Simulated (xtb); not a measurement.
Zr(Me)2(H)2 (C₂H₈Zr), SMILES [CH3][ZrH2][CH3], multiplicity 1. All values are semi-empirical tight-binding results from xtb (GFN2-xTB unless named), good for trends rather than for accurate numbers. Geometry optimised at GFN2-xTB. The spin state was assumed, not searched. The structure was generated by enumeration; whether it is a known compound was not checked.

Optimised geometry:

Bonds (Å): Zr1–C2 2.262, Zr1–C6 2.262, Zr1–H10 1.858, Zr1–H11 1.858, C2–H3 1.103, C2–H4 1.103, C2–H5 1.110, C6–H7 1.103, C6–H8 1.103, C6–H9 1.110. Angles (°): C2–Zr1–C6 98.1, C2–Zr1–H10 108.3, C2–Zr1–H11 108.3, C6–Zr1–H10 108.3, C6–Zr1–H11 108.3, H10–Zr1–H11 122.8, Zr1–C2–H3 112.9, Zr1–C2–H4 112.8, Zr1–C2–H5 107.6, H3–C2–H4 107.8, H3–C2–H5 107.8, H4–C2–H5 107.8, Zr1–C6–H7 112.9, Zr1–C6–H8 112.9, Zr1–C6–H9 107.5, H7–C6–H8 107.8, H7–C6–H9 107.8, H8–C6–H9 107.8.

For metal compounds this method's bond lengths and energies can be far off.

Computed properties:
| Item | Result |
|---|---|
| point group as xtb finds it | C2 |
| orbital gap | 1.97 eV |
| zero-point energy | 46.2 kcal/mol |
| G − E(el) at 298.15 K (modified RRHO) | 26.8 kcal/mol |

Q: Give the atomic charges and the Wiberg bond orders between heavy atoms. (The exact figures need the calculation; the answer reports its results.)

A: charges (e) Zr1 0.96, C2 -0.30, H3 0.06, H4 0.06, H5 0.05, C6 -0.30, H7 0.06, H8 0.06, H9 0.05, H10 -0.35, H11 -0.35. Bond orders Zr1–C2 0.96, Zr1–C6 0.96.
